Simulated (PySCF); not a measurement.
Species: C7H9N.
Numbering: `[CH2:1]=[CH:2]/[C:3]([CH3:4])=[CH:5]/[CH2:6][C:7]#[N:8]` (hydrogens: H9, H10 on C1; H11 on C2; H12, H13, H14 on C4; H15 on C5; H16, H17 on C6)

Level: CAM-B3LYP/def2-SVPD in PySCF, non-relativistic, on one gas-phase PBE0-D3(BJ)/def2-SVP geometry that isn't relaxed in the solvent. The solvent is an IEF-PCM continuum (cavity from Bondi-type radii × 1.2), and excitations are vertical TDDFT with non-equilibrium linear response and a frozen core. Only the electrostatic response of the medium enters.

Gas-phase singlets (H = HOMO, L = LUMO):

```csv
state,E (eV),λ (nm),f,leading configurations
S1,5.657,219,0.695,H→L 98%
S2,6.524,190,0.003,H→L+1 86%
S3,7.054,176,0.013,"H→L+2 74%, H→L+3 8%"
S4,7.231,171,0.035,"H→L+3 50%, H→L+2 13%"
S5,7.237,171,0.005,"H-1→L 50%, H→L+4 12%"
```

What are the lowest 5 singlets in methanol (ε = 32.61)?

```tsv
state	E (eV)	λ (nm)	f	leading configurations	change by rank (eV)
S1	5.501	225	0.806	H→L 98%	-0.156
S2	6.559	189	0.006	H→L+1 86%	+0.035
S3	7.043	176	0.014	H→L+2 78%	-0.011
S4	7.171	173	0.039	H→L+3 64%, H-2→L 12%	-0.060
S5	7.215	172	0.005	H-2→L 49%, H-4→L 21%	-0.022
```

What are the lowest 5 singlets in water (ε = 78.36)?

| state | E (eV) | λ (nm) | f | leading configurations | change by rank (eV) |
| --- | --- | --- | --- | --- | --- |
| S1 | 5.500 | 225 | 0.807 | H→L 98% | -0.157 |
| S2 | 6.559 | 189 | 0.006 | H→L+1 86% | +0.035 |
| S3 | 7.042 | 176 | 0.014 | H→L+2 78% | -0.012 |
| S4 | 7.166 | 173 | 0.039 | H→L+3 64%, H-2→L 11% | -0.065 |
| S5 | 7.212 | 172 | 0.004 | H-2→L 51%, H-4→L 21% | -0.025 |

The ground-state energy changes by -0.359 eV from gas to water. By how much does the total energy of gas-phase S1 change?

E(S1) = E(S0) + excitation energy, so it changes by -0.359 − 0.157 = -0.516 eV: it is lowered more than the ground state, which is what a red shift means. This is the vertical state, with the slow part of the continuum still set for S0.

How do the frontier levels move from gas to water?

| orbital | gas (eV) | solvent (eV) | change (eV) |
| --- | --- | --- | --- |
| LUMO+2 | 1.60 | 1.79 | +0.19 |
| LUMO+1 | 1.04 | 1.35 | +0.31 |
| LUMO | -0.16 | 0.09 | +0.25 |
| HOMO | -8.22 | -7.99 | +0.23 |
| HOMO-1 | -10.50 | -10.26 | +0.24 |
| HOMO-2 | -10.79 | -10.86 | -0.07 |
| HOMO-3 | -10.85 | -10.99 | -0.14 |

The HOMO–LUMO gap goes from 8.07 to 8.08 eV. Rows go by rank; for HOMO-3, HOMO-2, HOMO-1 and LUMO+2 the atom shares or the degeneracy differ between the runs, so the row needn't follow one orbital.

Rough CPU time on one thread of a shared machine: about 90 s. This is the whole response run at CAM-B3LYP/def2-SVPD in water, SCF included.

Conformer computed: `[CH2:1]=[CH:2]/[C:3]([CH3:4])=[CH:5]/[CH2:6][C:7]#[N:8]`: C1–C2–C3–C4 0°, C3–C5–C6–C7 -70°.
